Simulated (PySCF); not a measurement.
Computed Raman spectrum (relative Raman activity) of a molecule C3H5NSSi. The structure is a stationary point at TPSSh-D3(BJ)/def2-SVP. Other conformers were not sampled. These are PySCF with TPSSh-D3(BJ)/def2-SVP values and carry that method's errors. Frequencies are harmonic and unscaled.

Lines under 2 % of the strongest are left out, and lines within 2 cm⁻¹ are merged.

| ν (cm⁻¹) | relative intensity |
|---|---|
| 401 | 3.0 |
| 634 | 3.1 |
| 657 | 2.8 |
| 882 | 3.3 |
| 907 | 2.9 |
| 944 | 5.2 |
| 955 | 7.8 |
| 966 | 9.3 |
| 1114 | 2.3 |
| 1316 | 2.5 |
| 1463 | 6.5 |
| 2257 | 57 |
| 2266 | 100 |
| 3223 | 49 |
| 3256 | 28 |

**Question.** Which molecule gave these data?
(A) [SiH3]c1nccs1
(B) [SiH3]c1cscn1
(C) [SiH3]c1cncs1

**Answer.** B, [SiH3]c1cscn1
